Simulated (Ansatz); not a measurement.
Steps of a relaxation of C$_{3}$H$_{9}$NSi, SMILES `C/C=N/C[SiH3]` with RKS PBE-D4/def2-SVP.

```sh
$ ansatz run in.yaml --threads 4 --pin off --events-out ev --progress --plain --max-ram 10444MiB
```

```yaml
crystal:
  periodic: [false, false, false]
  atoms:
    - {symbol: C, position_ang: [-1.703400, 1.609800, 1.131800]}
    - {symbol: C, position_ang: [-1.145300, 0.758900, 0.084600]}
    - {symbol: N, position_ang: [-0.058800, 0.160900, 0.298900]}
    - {symbol: C, position_ang: [0.500100, -0.665100, -0.814300]}
    - {symbol: Si, position_ang: [2.049400, -1.511700, -0.401700]}
    - {symbol: H, position_ang: [-1.859300, 2.674400, 0.699900]}
    - {symbol: H, position_ang: [-1.104900, 1.697600, 2.022700]}
    - {symbol: H, position_ang: [-2.705600, 1.290900, 1.367900]}
    - {symbol: H, position_ang: [-1.690800, 0.670300, -0.822500]}
    - {symbol: H, position_ang: [0.567800, -0.059100, -1.683600]}
    - {symbol: H, position_ang: [-0.330700, -1.446800, -1.011700]}
    - {symbol: H, position_ang: [3.142200, -0.500800, -0.109100]}
    - {symbol: H, position_ang: [1.863600, -2.376200, 0.779300]}
    - {symbol: H, position_ang: [2.462700, -2.332300, -1.513400]}
basis:
  gaussian: {orbitals: def2-SVP}
hamiltonian: {xc: pbe, dispersion: d4}
relax: {f_tol: 0.03, max_steps: 200}
```

Positions (Å) and forces (eV/Å) along the path, 11 of 19 steps:

```xyz
14
step=1 energy=-12607.8758 eV
C    -1.703    1.610    1.132   -0.851    2.425   -1.093
C    -1.145    0.759    0.085    0.675    0.238    1.429
N    -0.059    0.161    0.299    2.009   -0.959   -0.231
C     0.500   -0.665   -0.814   -3.333   -0.683    1.393
Si    2.049   -1.512   -0.402    1.291    0.430    1.085
H    -1.859    2.674    0.700    0.188   -1.039    0.499
H    -1.105    1.698    2.023    0.669   -0.163    0.710
H    -2.706    1.291    1.368   -1.092   -0.338    0.439
H    -1.691    0.670   -0.823   -1.045   -0.140   -1.803
H     0.568   -0.059   -1.684    0.212    0.867   -1.631
H    -0.331   -1.447   -1.012    1.056    0.515   -0.214
H     3.142   -0.501   -0.109   -0.102   -0.148   -0.024
H     1.864   -2.376    0.779   -0.043   -0.301    0.428
H     2.463   -2.332   -1.513    0.366   -0.703   -0.988
14
step=3 energy=-12608.2839 eV
C    -1.743    1.653    1.136   -0.079    0.596   -0.165
C    -1.139    0.794    0.084   -0.377    0.153   -0.059
N    -0.045    0.171    0.254    0.124    0.147    0.746
C     0.443   -0.672   -0.799   -0.310   -0.579   -0.548
Si    2.063   -1.507   -0.371    0.546   -0.060    0.280
H    -1.874    2.709    0.777    0.115   -0.300    0.067
H    -1.083    1.642    2.010    0.081    0.067    0.387
H    -2.762    1.316    1.406   -0.058   -0.146    0.060
H    -1.717    0.718   -0.864   -0.127   -0.083   -0.329
H     0.575   -0.113   -1.742    0.039    0.199   -0.381
H    -0.285   -1.490   -1.052    0.065    0.175    0.045
H     3.159   -0.504   -0.112   -0.064   -0.011    0.016
H     1.915   -2.391    0.832   -0.017   -0.015    0.067
H     2.479   -2.355   -1.529    0.062   -0.144   -0.186
14
step=4 energy=-12608.3301 eV
C    -1.735    1.674    1.147   -0.042   -0.064    0.082
C    -1.162    0.777    0.096    0.066   -0.057   -0.023
N    -0.069    0.135    0.268    0.105    0.075   -0.112
C     0.436   -0.687   -0.838   -0.166   -0.012   -0.019
Si    2.085   -1.515   -0.373    0.033   -0.036    0.042
H    -1.847    2.711    0.766    0.020    0.007   -0.027
H    -1.087    1.678    2.045   -0.021   -0.004   -0.041
H    -2.756    1.337    1.429   -0.001    0.009    0.020
H    -1.748    0.692   -0.858    0.029    0.045   -0.004
H     0.573   -0.092   -1.775   -0.005    0.017    0.082
H    -0.294   -1.486   -1.110   -0.003   -0.024    0.006
H     3.146   -0.488   -0.085   -0.018    0.001   -0.016
H     1.909   -2.385    0.843   -0.004    0.013   -0.021
H     2.536   -2.381   -1.525    0.010    0.030    0.032
14
step=8 energy=-12608.3365 eV
C    -1.712    1.662    1.154   -0.001   -0.010    0.005
C    -1.147    0.784    0.081    0.001    0.025   -0.013
N    -0.073    0.111    0.244   -0.031    0.007    0.013
C     0.405   -0.718   -0.865    0.037   -0.009    0.010
Si    2.070   -1.501   -0.366    0.002    0.006    0.001
H    -1.798    2.712    0.799    0.005   -0.014   -0.002
H    -1.067    1.627    2.052   -0.003    0.003    0.007
H    -2.740    1.338    1.423    0.001    0.004    0.004
H    -1.723    0.747   -0.882    0.010    0.008   -0.007
H     0.531   -0.126   -1.801   -0.018    0.001   -0.016
H    -0.325   -1.524   -1.110    0.000   -0.018    0.003
H     3.078   -0.424   -0.075    0.000   -0.003   -0.002
H     1.891   -2.352    0.859    0.000   -0.003    0.000
H     2.595   -2.366   -1.485   -0.003    0.003   -0.002
14
step=9 energy=-12608.3378 eV
C    -1.666    1.651    1.163    0.016    0.077    0.079
C    -1.139    0.790    0.057    0.211   -0.085   -0.121
N    -0.132    0.014    0.224   -0.407    0.206   -0.023
C     0.349   -0.789   -0.900    0.123    0.041    0.082
Si    2.056   -1.461   -0.358    0.060    0.036   -0.078
H    -1.665    2.730    0.868    0.010   -0.221    0.044
H    -1.043    1.512    2.074   -0.133    0.038   -0.120
H    -2.726    1.388    1.388    0.092    0.040    0.007
H    -1.678    0.869   -0.933    0.156   -0.031    0.148
H     0.429   -0.200   -1.843   -0.043   -0.011   -0.057
H    -0.352   -1.628   -1.112    0.042   -0.056    0.023
H     2.965   -0.295   -0.049   -0.063   -0.109   -0.040
H     1.887   -2.296    0.881    0.007   -0.007   -0.004
H     2.701   -2.314   -1.432   -0.070    0.081    0.059
14
step=11 energy=-12608.3831 eV
C    -1.680    1.658    1.155   -0.051    0.005    0.031
C    -1.110    0.820    0.051    0.252   -0.075    0.094
N    -0.197   -0.055    0.278   -0.398    0.122   -0.265
C     0.318   -0.835   -0.846    0.100    0.049    0.062
Si    2.072   -1.436   -0.373    0.042    0.030   -0.113
H    -1.579    2.742    0.920   -0.012   -0.096    0.031
H    -1.160    1.431    2.109   -0.093    0.034   -0.104
H    -2.772    1.460    1.268    0.122    0.041    0.006
H    -1.529    1.004   -0.980    0.151   -0.062    0.123
H     0.319   -0.278   -1.818   -0.068   -0.056    0.040
H    -0.321   -1.737   -0.997    0.070    0.006    0.032
H     2.969   -0.254   -0.087   -0.078   -0.102   -0.022
H     1.977   -2.303    0.853    0.030    0.019   -0.024
H     2.680   -2.246   -1.503   -0.067    0.085    0.109
14
step=12 energy=-12608.4103 eV
C    -1.688    1.664    1.147   -0.093    0.036    0.102
C    -1.076    0.845    0.050    0.382   -0.493    0.155
N    -0.278   -0.139    0.318   -0.549    0.656   -0.658
C     0.283   -0.878   -0.808   -0.115   -0.135    0.046
Si    2.078   -1.408   -0.393    0.000    0.000    0.017
H    -1.509    2.752    0.969   -0.051   -0.174    0.067
H    -1.255    1.367    2.132   -0.152    0.083   -0.272
H    -2.799    1.521    1.172    0.286    0.064    0.002
H    -1.374    1.126   -1.013    0.269   -0.174    0.418
H     0.209   -0.344   -1.796   -0.002   -0.099    0.155
H    -0.286   -1.838   -0.919    0.134    0.138    0.009
H     2.954   -0.213   -0.114   -0.048   -0.030   -0.043
H     2.062   -2.290    0.828   -0.001    0.043   -0.061
H     2.667   -2.194   -1.546   -0.061    0.085    0.064
14
step=14 energy=-12608.4553 eV
C    -1.681    1.668    1.139   -0.115    0.072    0.213
C    -0.995    0.863    0.074   -0.191   -0.412   -0.163
N    -0.380   -0.233    0.341    0.013    0.236   -0.358
C     0.222   -0.969   -0.760   -0.150    0.040    0.149
Si    2.061   -1.363   -0.400   -0.018    0.002   -0.055
H    -1.362    2.738    1.085   -0.099   -0.199    0.070
H    -1.452    1.252    2.155   -0.079    0.176   -0.444
H    -2.797    1.656    0.985    0.445    0.021    0.034
H    -1.127    1.215   -1.001    0.169   -0.045    0.448
H     0.114   -0.464   -1.756    0.025   -0.015    0.020
H    -0.281   -1.963   -0.852    0.063    0.078    0.060
H     2.862   -0.099   -0.219   -0.050   -0.031    0.025
H     2.185   -2.224    0.832    0.000    0.068   -0.081
H     2.618   -2.108   -1.592   -0.013    0.008    0.082
14
step=16 energy=-12608.3144 eV rejected
C    -1.606    1.603    1.132   -0.414    0.976    0.238
C    -1.003    0.871    0.011   -0.780    0.785   -0.177
N    -0.524   -0.252    0.272    2.019   -2.945   -0.639
C     0.168   -1.046   -0.790   -0.969    0.766    1.021
Si    2.002   -1.289   -0.376    0.222    0.126   -0.016
H    -1.091    2.582    1.189   -0.117    0.252    0.321
H    -1.491    1.035    2.071    0.067    0.034    0.016
H    -2.680    1.807    0.954   -0.133    0.126   -0.004
H    -1.045    1.331   -1.002    0.149    0.093   -0.291
H     0.041   -0.579   -1.790    0.056   -0.107   -0.310
H    -0.294   -2.053   -0.777   -0.052   -0.123   -0.214
H     2.653    0.063   -0.259    0.046   -0.035    0.033
H     2.197   -2.060    0.903   -0.051    0.039   -0.039
H     2.662   -2.043   -1.507   -0.042    0.014    0.061
14
step=17 energy=-12608.4900 eV
C    -1.619    1.643    1.142   -0.015    0.010    0.017
C    -0.976    0.825    0.068   -0.018    0.016   -0.084
N    -0.473   -0.329    0.290    0.069    0.031    0.055
C     0.154   -1.059   -0.787   -0.095    0.068    0.070
Si    2.014   -1.284   -0.402   -0.076   -0.150    0.062
H    -1.158    2.652    1.209    0.021   -0.034    0.008
H    -1.535    1.127    2.117    0.001    0.013    0.023
H    -2.693    1.811    0.909   -0.025    0.005    0.004
H    -0.979    1.272   -0.962    0.040   -0.004   -0.032
H     0.053   -0.589   -1.798   -0.079    0.070   -0.050
H    -0.320   -2.064   -0.837    0.146   -0.103   -0.059
H     2.661    0.067   -0.269    0.007    0.003   -0.004
H     2.185   -2.057    0.877    0.034    0.041   -0.029
H     2.672   -2.044   -1.528   -0.010    0.034    0.020
14
step=19 energy=-12608.4975 eV
C    -1.615    1.643    1.138   -0.016    0.018    0.000
C    -0.973    0.816    0.069   -0.016   -0.006   -0.016
N    -0.496   -0.349    0.296    0.003   -0.026    0.000
C     0.137   -1.067   -0.783    0.027    0.010   -0.020
Si    2.001   -1.271   -0.401   -0.020   -0.010    0.010
H    -1.122    2.636    1.217    0.001    0.002    0.011
H    -1.557    1.124    2.114    0.001   -0.005   -0.004
H    -2.681    1.842    0.893    0.016    0.005    0.000
H    -0.939    1.267   -0.960   -0.001   -0.003    0.012
H     0.013   -0.591   -1.792   -0.001   -0.018    0.013
H    -0.277   -2.099   -0.844   -0.005    0.029    0.006
H     2.644    0.083   -0.262   -0.004   -0.007   -0.009
H     2.191   -2.043    0.874    0.005    0.007    0.004
H     2.659   -2.019   -1.531    0.010    0.005   -0.006
```

Run time 23 s (4 threads of an Arm Neoverse V2 on a shared host); peak host memory 0.16 GiB.
